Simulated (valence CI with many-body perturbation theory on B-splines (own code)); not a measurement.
Results of a calculation; reference values are marked as such.
Cu²²⁺: what the settings do

Method: configuration interaction combined with many-body perturbation theory (CI+MBPT): five valence electrons over a frozen Dirac-Fock core [He], a basis of 6 s, 6 p, 5 d, 3 f, 1 g functions for each j, with the one-electron correlation potential Σ1 (screened to all orders), the two-electron term Σ2, the three-electron term Σ3, Breit, model QED; selected single and double excitations, second order for the rest, scaled by the run's own slope (own B-spline code, finite nucleus).

No measured levels were compared; by estimate levels of excited configurations hold to 0.05 to 0.15 % of their energy, terms of the ground configuration to about 0.5 %. Among the levels kept, up to 4000 cm⁻¹ of a level comes from second order outside the variational space, and about a tenth of that is noise between levels of different J, which matters for small intervals.

The reference run has the lowest level 2s²2p³ ⁴S°_3/2 and an ionisation energy of 2042.77 eV. Its largest variational space holds 12712 state functions.

Names give the largest LS component (configuration and term), which can be under half, so a name can repeat, a term be missing and a line seem to break the LS rules; names also repeat where a configuration has a term twice.

Changed runs:
A. scale of Σ1 1 → 0.9
B. core polarisation of operators on → off
C. size limit of the variational space 10000 → 1500; Davidson tolerance 2e-05 → 0.001
D. Davidson iteration limit 60 → 2 (bad on purpose)

Excitation energies of the reference run in cm⁻¹, and shifts in cm⁻¹:

| Level | Reference | A | B | C | D |
| --- | --- | --- | --- | --- | --- |
| 2s²2p³ ²D°_3/2 | 171328 | -8.1 | 0 | -26 | +10 |
| 2s²2p³ ²D°_5/2 | 230541 | -13 | 0 | -14 | +0.1 |
| 2s²2p³ ²P°_1/2 | 328771 | -11 | 0 | -43 | +0.5 |
| 2s²2p³ ²P°_3/2 | 447475 | -27 | 0 | -51 | +0.3 |
| 2s2p⁴ ⁴P_5/2 | 900581 | +128 | 0 | -23 | +0.1 |
| 2s2p⁴ ⁴P_3/2 | 1011180 | +118 | 0 | -14 | +0.3 |
| 2s2p⁴ ⁴P_1/2 | 1036980 | +118 | 0 | +13 | 0 |
| 2s2p⁴ ²D_3/2 | 1250350 | +120 | 0 | -77 | +0.6 |
| 2s2p⁴ ²D_5/2 | 1285040 | +114 | 0 | -92 | +1.5 |
| 2s2p⁴ ²S_1/2 | 1428330 | +117 | 0 | -42 | +1121 |
| 2s2p⁴ ²P_3/2 | 1486670 | +117 | 0 | -127 | +0.6 |
| 2s2p⁴ ²P_1/2 | 1647840 | +101 | 0 | -55 | 0 |
| Ionisation energy (eV) | 2042.77 | -0.027 | 0 | +0.0066 | 0 |

No effect on these energies: B.

Run D: The Davidson iterations stopped at their limit.
